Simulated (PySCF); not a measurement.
Excitations are Tamm–Dancoff values on a coarser integration grid. The basis has no diffuse functions, so Rydberg states are missing or too high.

Cartesian coordinates (Å):
SMILES: [SiH3]I
```xyz
5

Si    -0.2154    -0.0028     0.0062
I      2.2268     0.0291    -0.0655
H     -0.7080     1.3888    -0.0974
H     -0.7096    -0.8100    -1.1313
H     -0.6413    -0.6056     1.2888
```
Charge 0, multiplicity 1.

What total energy, S1–T1 gap (TDA), LUMO, HOMO, HOMO–LUMO gap, T1 excitation (TDA), S1 oscillator strength and S1 excitation (TDA) does PBE-D3(BJ)/def2-TZVP // r2SCAN-D4/def2-TZVP (PySCF) give?


```yaml
total_energy: -16024.04 eV
S1–T1 gap (TDA): 0.42 eV
LUMO: -1.65 eV
HOMO: -6.60 eV
HOMO–LUMO gap: 4.95 eV
T1 excitation (TDA): 4.73 eV
S1 oscillator strength: 0.012
S1 excitation (TDA): 5.15 eV
```
